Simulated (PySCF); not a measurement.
**Tin: a sound run and one with changed settings**

Sound run: Sn [Kr] 4d10 5s2 5p2, Sn⁺ [Kr] 4d10 5s2 5p1. Calculation: PySCF 2.14, in cc-pVDZ-PP with ECP28MDF (4s3p2d, 23 functions); a scalar-relativistic core potential. In the sound run the correlated levels freeze 4s2 4p6 4d10 outside the core potential. The sound run starts from symmetry-adapted Hartree-Fock orbitals and uses a fine grid where one is needed.

A second run was set up differently.

```
species   method  sound run (hartree)  changed run (hartree)  converged
     Sn      MP2           -213.36919             -213.33806        yes
     Sn  CCSD(T)           -213.38384             -213.33963        yes
```

Ionisation energy of Sn:

```
 method  sound run (eV)  changed run (eV)
    UHF           6.858             6.858
    MP2           7.071             6.947
SCS-MP2           7.017             6.888
   CCSD           7.095             6.989
CCSD(T)           7.101             6.989
  CCSDT             n/a             6.989
    FCI             n/a             6.989
```

Problem. What was changed?
A. level shift left on
B. a valence shell is frozen
C. minimal basis
D. too few SCF iterations

Solution. B. Freezing a valence shell removes pair correlation that changes on ionisation.
